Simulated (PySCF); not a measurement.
Steps of a relaxation of [Yb(H2O)3]2+

[Yb(H2O)3]2+ (singlet in the valence; each metal's 4f electrons, 14 of them, lie in its core potential, out of spins and levels; a saddle point, relaxed within its symmetry). PySCF 2.14.0, RKS PBE, Yb lcecp-0-SVP with ECP60, O def2-SVP, H def2-SVP; non-relativistic Hamiltonian with scalar-relativistic core potentials where named; density fitting; no spin-orbit coupling. Origin of the start: template. Columns: position (Å) and force (eV/Å). Energies are counted from the last step; some of the 6 steps are shown. Forces carry noise of the integration grid, about 0.01 to 0.03 eV/Å.

Run from Python with OMP_NUM_THREADS=2. Where DIIS fails, smearing, a level shift and second-order steps follow.
It took 20 s on 2 threads of Arm Neoverse V2, on a shared host, from the converged density of the start.

```xyz
10
step 0  E = 0.173 eV
Yb    0.0000    0.0000    0.0000     0.00    0.00    0.00
O     2.5575    0.0000    0.0000    -1.40    0.00    0.00
H     3.1475    0.0000    0.7700     0.40    0.00    0.40
H     3.1475    0.0000   -0.7700     0.40    0.00   -0.40
O    -1.2787    2.2149    0.0000     0.70   -1.22    0.00
H    -1.5737    2.7258    0.7700    -0.20    0.34    0.40
H    -1.5737    2.7258   -0.7700    -0.20    0.34   -0.40
O    -1.2788   -2.2149    0.0000     0.70    1.22    0.00
H    -1.5738   -2.7258    0.7700    -0.20   -0.34    0.40
H    -1.5738   -2.7258   -0.7700    -0.20   -0.34   -0.40
```

```xyz
10
step 2  E = 0.032 eV
Yb    0.0000    0.0000    0.0000     0.00    0.00    0.00
O     2.4647    0.0000    0.0000     0.23    0.00    0.00
H     3.0864    0.0000    0.7705    -0.26    0.00   -0.18
H     3.0864    0.0000   -0.7705    -0.26    0.00    0.18
O    -1.2323    2.1345    0.0000    -0.11    0.20    0.00
H    -1.5432    2.6729    0.7705     0.13   -0.22   -0.18
H    -1.5432    2.6729   -0.7705     0.13   -0.22    0.18
O    -1.2324   -2.1345    0.0000    -0.11   -0.20    0.00
H    -1.5433   -2.6729    0.7705     0.13    0.22   -0.18
H    -1.5433   -2.6729   -0.7705     0.13    0.22    0.18
```

```xyz
10
step 3  E = 0.007 eV
Yb    0.0000    0.0000    0.0000     0.00    0.00    0.00
O     2.4194    0.0000    0.0000     0.35    0.00    0.00
H     3.0408    0.0000    0.7689    -0.20    0.00   -0.11
H     3.0408    0.0000   -0.7689    -0.20    0.00    0.11
O    -1.2096    2.0952    0.0000    -0.17    0.30    0.00
H    -1.5204    2.6334    0.7689     0.10   -0.18   -0.11
H    -1.5204    2.6334   -0.7689     0.10   -0.18    0.11
O    -1.2097   -2.0952    0.0000    -0.17   -0.30    0.00
H    -1.5204   -2.6334    0.7689     0.10    0.18   -0.11
H    -1.5204   -2.6334   -0.7689     0.10    0.18    0.11
```

Where does the relaxation end?

It converges at step 5 in D3h:
```xyz
10
step 5  E = 0
Yb    0.0000    0.0000    0.0000
O     2.4113    0.0000    0.0000
H     3.0216    0.0000    0.7711
H     3.0216    0.0000   -0.7711
O    -1.2056    2.0883    0.0000
H    -1.5108    2.6168    0.7711
H    -1.5108    2.6168   -0.7711
O    -1.2057   -2.0882    0.0000
H    -1.5108   -2.6167    0.7711
H    -1.5108   -2.6167   -0.7711
```

How did the contacts change?


```json
{"contact": "Yb1–O2 (H2O)", "start (Å)": "2.558", "end (Å)": "2.411"}
{"contact": "Yb1–O5 (H2O)", "start (Å)": "2.558", "end (Å)": "2.411"}
{"contact": "Yb1–O8 (H2O)", "start (Å)": "2.558", "end (Å)": "2.411"}
```


An lcecp potential fixes the number of 4f electrons, so in runs with it no electron can move into or out of that shell.
